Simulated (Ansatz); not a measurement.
Abridged output of a molecular run in Ansatz:

```
Functional definition: HF
1684 factors; integrals over basis functions are off by at most 1.0e-3 eV
mean field evaluation 1: about -60716.4914 eV, gradient 4.1e1 eV
mean field evaluation 2: about -60716.7156 eV, gradient 4.0e1 eV
mean field evaluation 4: about -60721.2598 eV, gradient 5.2e0 eV
mean field evaluation 8: about -60721.3448 eV, gradient 3.0e-1 eV
mean field -60721.34527937 eV, -2231.4682806107 hartree, gradient 1.6e-6 eV, S^2 0.000000; 0 other end points of the search recorded, 0 dependent functions left out
13 core orbitals not correlated: weight in the atoms' cores, before any rotation towards them, 1.000 or more for the frozen orbitals, at most 0.000 for the correlated occupied ones
reference -60721.34527937 eV, -2231.4682806107 hartree; 19, 19 occupied and 252, 252 virtual orbitals, 1684 factors
second order -25.26303324 eV of doubles, -0.00000000 eV of singles
cycle   1  -25.43305089 eV  change   -1.7e-1 eV  update   1.1e-1
cycle   2  -26.16698225 eV  change   -7.3e-1 eV  update   3.4e-2
cycle   3  -26.28355543 eV  change   -1.2e-1 eV  update   1.6e-2
cycle   4  -26.27713315 eV  change    6.4e-3 eV  update   4.1e-3
cycle   5  -26.27876063 eV  change   -1.6e-3 eV  update   1.7e-3
cycle   6  -26.27872531 eV  change    3.5e-5 eV  update   4.8e-4
cycle   7  -26.27858510 eV  change    1.4e-4 eV  update   1.9e-4
cycle   8  -26.27859575 eV  change   -1.1e-5 eV  update   6.4e-5
cycle   9  -26.27859234 eV  change    3.4e-6 eV  update   2.1e-5
perturbative correction -1.18143564 eV, -0.0434169590 hartree
Total energy: -60748.80530735 eV, -2232.4774180259 hartree
```

Its atoms:

```xyz
13

C    -1.5911   -1.4663    0.9263
C    -0.9447   -0.6177    0.1510
C    -1.2110    0.7130   -0.4835
Ge    0.5842   -0.0176   -0.8228
C     2.1090    0.7313    0.1204
H    -2.6083   -1.2667    1.2611
H    -1.1382   -2.3943    1.2590
H    -1.9250    0.7334   -1.3045
H    -1.3107    1.5682    0.1829
H     0.8445   -0.6097   -2.2091
H     2.8592   -0.0382    0.3045
H     1.7707    1.1299    1.0768
H     2.5614    1.5345   -0.4621
```

Question: Which basis set was used?
A. cc-pV(Q+d)Z
B. cc-pV(D+d)Z
C. def2-SVP
D. def2-TZVPP

Answer: D. It gives 284 functions.

Question: Write the keys of the input that set method, charge and spin (a neutral closed shell needs none for the last two).

Answer: 
```yaml
correlation: {method: ccsd_t}
```
